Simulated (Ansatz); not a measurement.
`FB[SiH2][SiH3]` + `BBCl` → `B[SiH2][SiH3]` + `FBBCl`  (redistribution)

Calculated with Ansatz (gas phase, PBE0-D4/def2-TZVP geometries, no zero-point term in ΔE). CBS: MP2 limit from def2 TZ/QZ plus the TZ coupled-cluster correction, frozen cores. Functionals use def2-TZVPP. Each species was taken in one conformer, which may not be the lowest.

```json
{"species": "`FB[SiH2][SiH3]`", "r2SCAN-D4 energy (Eh)": "-707.26438"}
{"species": "`BBCl`", "r2SCAN-D4 energy (Eh)": "-511.64580"}
{"species": "`B[SiH2][SiH3]`", "r2SCAN-D4 energy (Eh)": "-607.94125"}
{"species": "`FBBCl`", "r2SCAN-D4 energy (Eh)": "-610.96470"}
```

Task: Work out ΔE.

Result: ΔE = (-607.94125) + (-610.96470) − (-707.26438) − (-511.64580) = 0.00423 Eh = +11.1 kJ/mol. CCSD(T)/CBS gives +7.5 kJ/mol.

Largest T1 diagnostic among the species: 0.015.

Leaving LDA and LC-ωPBE aside and taking each functional with its dispersion term where it has one, the values, not all of them listed here, spread over 2.8 kJ/mol, from PBE-QIDH to r2SCAN-D4.
